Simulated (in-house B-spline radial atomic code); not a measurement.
# Lu: [Xe] 4f14 (5d3/2)1 6s2 (an excited or competing configuration)

All numbers are computed (Dirac-Hartree-Fock, average of the jj configuration; Fermi nucleus of rms radius 5.37 fm) with an all-electron radial atomic-structure program (B-spline basis), not measured.

Screening seen three ways: the hydrogenic charge with the same mean radius, Z_r = [3n² - l(l+1)]/(2<r>), the one with the same energy, Z_e = n√(-2ε), and Slater's rules. Values are occupation-weighted means over j. An effective charge above Z reflects the relativistic contraction of the inner shells.

```json
{"shell": "1s", "electrons": "2", "ε (eV)": "-63709", "<r> (bohr)": "0.01932", "Z_r": "77.64", "Z_e": "68.43", "Slater": "70.70"}
{"shell": "2s", "electrons": "2", "ε (eV)": "-10975", "<r> (bohr)": "0.08118", "Z_r": "73.91", "Z_e": "56.80", "Slater": "66.85"}
{"shell": "2p", "electrons": "6", "ε (eV)": "-9704.1", "<r> (bohr)": "0.07253", "Z_r": "68.93", "Z_e": "53.41", "Slater": "66.85"}
{"shell": "3s", "electrons": "2", "ε (eV)": "-2544.6", "<r> (bohr)": "0.2116", "Z_r": "63.80", "Z_e": "41.03", "Slater": "59.75"}
{"shell": "3p", "electrons": "6", "ε (eV)": "-2151.6", "<r> (bohr)": "0.2111", "Z_r": "59.20", "Z_e": "37.73", "Slater": "59.75"}
{"shell": "3d", "electrons": "10", "ε (eV)": "-1652.5", "<r> (bohr)": "0.1925", "Z_r": "54.55", "Z_e": "33.06", "Slater": "49.85"}
{"shell": "4s", "electrons": "2", "ε (eV)": "-535.77", "<r> (bohr)": "0.4785", "Z_r": "50.15", "Z_e": "25.10", "Slater": "43.25"}
{"shell": "4p", "electrons": "6", "ε (eV)": "-403.33", "<r> (bohr)": "0.5071", "Z_r": "45.35", "Z_e": "21.78", "Slater": "43.25"}
{"shell": "4d", "electrons": "10", "ε (eV)": "-221.65", "<r> (bohr)": "0.5494", "Z_r": "38.22", "Z_e": "16.14", "Slater": "31.85"}
{"shell": "5s", "electrons": "2", "ε (eV)": "-73.386", "<r> (bohr)": "1.193", "Z_r": "31.44", "Z_e": "11.61", "Slater": "13.35"}
{"shell": "5p", "electrons": "6", "ε (eV)": "-39.254", "<r> (bohr)": "1.407", "Z_r": "25.93", "Z_e": "8.49", "Slater": "13.35"}
{"shell": "4f", "electrons": "14", "ε (eV)": "-22.131", "<r> (bohr)": "0.7022", "Z_r": "25.63", "Z_e": "5.10", "Slater": "20.45"}
{"shell": "6s", "electrons": "2", "ε (eV)": "-6.0174", "<r> (bohr)": "3.914", "Z_r": "13.80", "Z_e": "3.99", "Slater": "3.00"}
{"shell": "5d", "electrons": "1", "ε (eV)": "-5.2553", "<r> (bohr)": "2.685", "Z_r": "12.85", "Z_e": "3.11", "Slater": "3.00"}
```

The least bound orbital is 5d3/2 at -5.255 eV, while the most diffuse is 6s1/2 (<r> = 3.914 bohr against 2.685 bohr): energy order and size order differ.

For the 1s electron the small component carries 7.11 % of the norm, the zero-frequency Breit interaction raises the level by 212.1 eV, self-energy by 130.8 eV, and vacuum polarisation lowers it by 23.65 eV.
